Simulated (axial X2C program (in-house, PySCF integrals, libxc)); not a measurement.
# Testing model relations on YSe⁺

A bond curve at the PBE0 level, with spin–orbit coupling, was computed with an in-house relativistic program for diatomic molecules (basis Y dyall-cv3z [11s12p9d6f3g], Se dyall-cv3z [8s9p6d4f1g] (cores contracted in-house)) for the state Ω = 0 (closed shell). Its fit gives Re = 2.3435 Å, ωe = 381.3 cm⁻¹, ωexe = 0.591 cm⁻¹ and αe = 1.582e-04 cm⁻¹; the masses are 88.9058 and 79.9165 u. Two-component means X2C with spin–orbit coupling and atomic mean-field Coulomb and Gaunt terms.

**Question.** Find the reduced mass, Be and the force constant.

**Answer.** From the PBE0 values: μ = 42.0859 u. Be = 16.8576/(μ Re²) = 0.07293 cm⁻¹. k = 5.8918×10⁻⁷ μ ωe² = 3.61 mdyn/Å.

**Question.** Where do the fundamental and the first overtone lie?

**Answer.** ν(1←0) = ωe − 2ωexe = 380.1 cm⁻¹; ν(2←0) = 2ωe − 6ωexe = 759.1 cm⁻¹.

**Question.** Give B0, the J = 1←0 line in GHz and the most populated J at 300 K (kT = 208.5 cm⁻¹).

**Answer.** B0 = Be − αe/2 = 0.07285 cm⁻¹; 2B0 = 4.368 GHz; J(max) ≈ √(kT/2B0) − 1/2 = 37.3, so J = 37.

**Question.** Estimate the centrifugal constant by the Kratzer relation.

**Answer.** D = 4Be³/ωe² = 1.07e-08 cm⁻¹.

**Question.** A Morse curve ties αe to the other constants (Pekeris). How well does that hold?

**Answer.** αe(Morse) = 6Be²/ωe × (√(ωexe/Be) − 1) = 1.546e-04 cm⁻¹; the PBE0 curve gives 1.582e-04 cm⁻¹, a ratio of 0.98.

Occupations by symmetry block were frozen at the best pattern of an incomplete PBE0 search.
